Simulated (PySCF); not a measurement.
Species: B2BrH7N2.
Numbering: `[Br:1][BH-:2]1[NH2+:3][BH2-:4][NH2+:5]1` (hydrogens: H6 on B2; H7, H8 on N3; H9, H10 on B4; H11, H12 on N5)

Jobs on this species (12 atoms, 66 electrons) with PySCF (density fitting). Hardware of each: an Arm Neoverse V1 with one thread, on a shared host. The host was shared with other jobs, so the times are rough.

```tsv
level and settings	work	basis functions	SCF cycles	wall time
B3LYP/pcJ-1	spin–spin couplings from 11 perturbed nuclei, spin–dipole term for 4 of them	219	?	?
CAM-B3LYP/def2-SVPD	8 singlets by full TDDFT, 3 Tamm–Dancoff triplets, polarisability	177	?	?
PBE0/pcSseg-1	shieldings, charges and field gradients	144	10	13 s
delta-SCF UKS SCAN, pcX-2 on the ionised atom, pcseg-1 elsewhere, spin-free X2C	ΔSCF core ionisation, 3 holes	149	48	35 s
```

Task: Fill in the missing figures.

Result: 
- B3LYP/pcJ-1; spin–spin couplings from 11 perturbed nuclei, spin–dipole term for 4 of them: 42 s, 11 SCF cycles
- CAM-B3LYP/def2-SVPD; 8 singlets by full TDDFT, 3 Tamm–Dancoff triplets, polarisability: 29 s, 10 SCF cycles

Task: What do all jobs in the table cost together?

Result: About 2.0 min; the longest takes about 35 % of that, and about 3.2 times as long as the shortest.
